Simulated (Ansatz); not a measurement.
Total energies of `CB1CC1`.

Z-matrix (Å, degrees):
```
C
B 1 1.541
H 1 1.101 2 105.5
H 1 1.092 2 114.1 3 116.2
H 1 1.092 2 114.0 3 -116.1
C 2 1.527 1 149.6 3 -86.8
C 2 1.527 1 149.5 3 85.8
H 6 1.087 2 120.4 1 69.8
H 6 1.087 2 120.2 1 -78.3
H 7 1.087 2 120.2 1 78.4
H 7 1.087 2 120.4 1 -69.8
```

The species carries charge 0 and has multiplicity 1. The structure was optimised at the PBE0-D4/def2-TZVP level. Basis def2-TZVPP, the Gaussian-basis code of Ansatz.

RPA on PBE orbitals: Hartree–Fock energy of these orbitals -142.33678 Eh, correlation -1.04217 Eh (frozen core).

```tsv
functional	energy without D4 (Eh)	D4 term (kJ/mol)
LDA (SPW92)	-141.97148	–
PBE	-143.17641	-15.5
BLYP	-143.30490	-34.8
B97M-V	-143.40995	–
B3LYP	-143.40312	-24.7
HSE06 (plane-wave form)	-143.19637	-11.9
BHLYP	-143.30052	-17.2
LC-ωPBE	-143.29542	–
ωB97X-V	-143.35107	–
B2PLYP	-143.24515	–
```

(1) Give the same for revPBE, r2SCAN, PBE0, r2SCANh, r2SCAN0, CAM-B3LYP, ωB97M-V, PBE-QIDH. (Best estimate.)

B3LYP takes the VWN-RPA correlation (the form of Gaussian; ORCA's B3LYP/G). HSE06 is the plane-wave form, built on full-range PBE exchange. The double hybrids freeze the cores in their second-order part.

Answers

(1) Computed: 
```
functional  energy without D4 (Eh)  D4 term (kJ/mol)
    revPBE              -143.34766             -53.8
    r2SCAN              -143.29620              -3.9
      PBE0              -143.20607             -12.9
   r2SCANh              -143.29225              -4.1
   r2SCAN0              -143.28699              -4.5
 CAM-B3LYP              -143.30017             -12.9
   ωB97M-V              -143.30610                 –
  PBE-QIDH              -143.18214                 –
```

LC-ωPBE has ω = 0.4 bohr⁻¹.
